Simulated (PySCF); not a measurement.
TeI2, SMILES I[Te]I. Atoms are numbered in the order given.

```xyz
3

Te     0.0000     0.0000     1.1583
I      0.0000     2.1288    -0.5682
I      0.0000    -2.1288    -0.5682
```
Charge 0, spin multiplicity 1.

Coordinates come from a B3LYP-D3(BJ)/def2-SVP optimisation. The def2 effective core potentials stand for the cores of I, Te; spin–orbit coupling is left out.

Computed with PySCF 2.14.0 with B3LYP-D3(BJ)/def2-SVP.

Frequencies are harmonic and unscaled.

Computed normal modes with their intensities:
```
mode  ν (cm⁻¹)  IR (km/mol)  moving atoms (share of kinetic energy)
----  --------  -----------  --------------------------------------
1           59          0.1                         I 80 %, Te 20 %
2          194         16.8                         Te 55 %, I 45 %
3          195          1.5                         I 54 %, Te 46 %
```
